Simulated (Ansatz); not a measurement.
One change: `[CH3][Sn]([CH3])([F])[F]` becomes `[CH3][Sn]([CH3])([F])[Cl]`.

Ansatz, PBE0-D4/def2-TZVP geometries, multiplicity 1. 

Elements past krypton have def2 core potentials.

| property | `[CH3][Sn]([CH3])([F])[F]` |
| --- | --- |
| HOMO–LUMO gap (PBE/def2-TZVPP) / eV | 5.93 |
| HOMO energy (PBE/def2-TZVPP) / eV | -7.38 |
| HOMO energy (B3LYP/def2-TZVPP) / eV | -8.49 |
| HOMO–LUMO gap (ωB97M-V/def2-TZVPP) / eV | 12.14 |
| HOMO energy (ωB97M-V/def2-TZVPP) / eV | -10.89 |
| size of the dipole moment (B3LYP/def2-TZVPP) / D | 4.31 |

What does the change do to each property? (Best estimate.)

Ansatz gave: 
```
                                        property  `[CH3][Sn]([CH3])([F])[Cl]`  shift
             HOMO–LUMO gap (PBE/def2-TZVPP) / eV                         5.56  -0.37
               HOMO energy (PBE/def2-TZVPP) / eV                        -7.13   0.25
             HOMO energy (B3LYP/def2-TZVPP) / eV                        -8.19   0.30
         HOMO–LUMO gap (ωB97M-V/def2-TZVPP) / eV                        11.85  -0.29
           HOMO energy (ωB97M-V/def2-TZVPP) / eV                       -10.62   0.27
size of the dipole moment (B3LYP/def2-TZVPP) / D                         4.04  -0.27
```

With PBE0 the HOMO rises by 0.28 eV and the LUMO falls by 0.12 eV, so the gap narrows by about 0.40 eV. PBE moves the HOMO by 0.25 eV and ωB97M-V by 0.27 eV. Dipoles are sizes alone; their direction can turn.

B3LYP here is the variant with VWN-RPA as its local correlation; programs differ in this.
